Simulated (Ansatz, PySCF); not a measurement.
## Sm2O(OH)2 in two programs

Sm2O(OH)2 (singlet in the valence; each metal's 4f electrons, 6 of them, lie in its core potential, out of spins and levels), relaxed with PySCF 2.14.0, RKS PBE0, Sm lcecp-0-SVP with ECP52, O def2-SVP, H def2-SVP; non-relativistic Hamiltonian with scalar-relativistic core potentials where named; density fitting; no spin-orbit coupling:

```xyz
7

Sm   -1.2728    0.0000    2.1603
Sm   -1.2728    0.0000   -2.1603
O    -1.5655    0.0000    0.0000
O     0.7208    0.0000    3.0751
H     1.6778    0.0000    3.1444
O     0.7208    0.0000   -3.0751
H     1.6778    0.0000   -3.1444
```

There the HOMO–LUMO gap is 4.45 eV. The 4f levels lie in the core potential and are missing.

The same geometry by Ansatz 0.2.0 (PBE, PAW with the 4f shell of lanthanides and the 5f shell of actinides in the valence, a periodic box with 9 Å of vacuum; gaps over both spins; site moments in spheres, but by Gaussian weights under spin-orbit coupling, so that the two can't be compared; unpaired electrons at the start: 12, along z under spin-orbit coupling; the open shells may stand above their lowest state):

```csv
spin-orbit coupling,U on f (eV),gap (eV),spin moment on Sm1 (μB),orbital moment of its f shell (μB),largest force component (eV/Å)
without,5,1.13,5.56,–,0.44
```

Question: What does the run without spin-orbit coupling and with U = 0 eV give?

Answer: gap (eV): 0.04, spin moment on Sm1 (μB): 5.38, largest force component (eV/Å): 1.05. It took 62 s on 2 threads of AMD EPYC 9R45 96-Core Processor (Zen 5) (shared host), peak memory 1.3 GiB.

Semilocal functionals tend to give orbital moments well under those of Hund's rules.

Without U the plane-wave gap ends on 4f levels, which the Gaussian run lacks; U moves filled and empty 4f levels apart, though the lowest empty ones can remain 4f.

The spin-orbit runs use fully relativistic datasets of their own, so changes of a few hundredths of an eV needn't come from the coupling.

An lcecp potential fixes the number of 4f electrons, so in runs with it no electron can move into or out of that shell.
